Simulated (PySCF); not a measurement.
Ionisation energy of Pb(2+) by level of theory

Pb(2+) [Xe] 4f14 5d10 6s2 (1S) → Pb(3+) [Xe] 4f14 5d10 6s1 (2S), as a difference of total energies. Computed with PySCF 2.14 in aug-cc-pwCVTZ-PP with ECP60MDF (8s7p6d4f1g, 96 functions), with scalar relativity through the core potential. Correlated levels: valence: 5s2 5p6 5d10 frozen. The calculations carry no spin-orbit coupling.

```
           method  ionisation energy (eV)  error (eV)
              UHF                  29.764      -2.173
    MP2 (valence)                  30.355      -1.582
SCS-MP2 (valence)                  30.474      -1.463
   CCSD (valence)                  30.531      -1.406
```

Reference: 31.937 eV (measured; NIST Atomic Spectra Database, ionization energies).

Errors of the correlated levels include the incompleteness of this basis and the frozen core.

With two correlated electrons CCSD is exact in that space.
